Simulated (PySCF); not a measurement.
CH8ClNSi2, SMILES N([SiH2]Cl)[SiH2]C.

Geometry optimised at B3LYP-D3(BJ)/def2-SVP. This is a generated structure with no PubChem entry under its InChIKey; it may be hypothetical. The values are those of a single conformer.

These are TDDFT-PBE/def2-SVPD in PySCF values and carry that method's errors.

Vertical excitations. 

Question: Give excitation energies, oscillator strengths and character. (Estimate from the structure and the level; the computed values follow.)

Answer: 
```csv
state,energy (eV),λ (nm),f,main pairs
S1,5.93,209,0.007,HOMO→LUMO 94 %
S2,6.19,200,0.011,"HOMO→LUMO+2 74 %, HOMO→LUMO+1 20 %"
S3,6.26,198,0.073,"HOMO→LUMO+1 73 %, HOMO→LUMO+2 23 %"
S4,6.80,182,0.001,HOMO−1→LUMO 98 %
S5,6.87,181,0.018,HOMO→LUMO+3 95 %
S6,6.94,179,0.002,HOMO→LUMO+4 97 %
S7,7.08,175,0.014,HOMO−1→LUMO+1 80 %
S8,7.11,174,0.025,HOMO→LUMO+5 90 %
S9,7.14,174,0.004,HOMO−1→LUMO+2 79 %
S10,7.16,173,0.027,HOMO−2→LUMO 88 %
T1,5.66,219,0,HOMO→LUMO 99 %
T2,5.85,212,0,HOMO→LUMO+1 98 %
T3,6.09,204,0,HOMO→LUMO+2 98 %
T4,6.69,185,0,HOMO−1→LUMO 85 %
```
Triplets are in the Tamm–Dancoff approximation, which puts them higher than full response would, so one can lie above its singlet here.
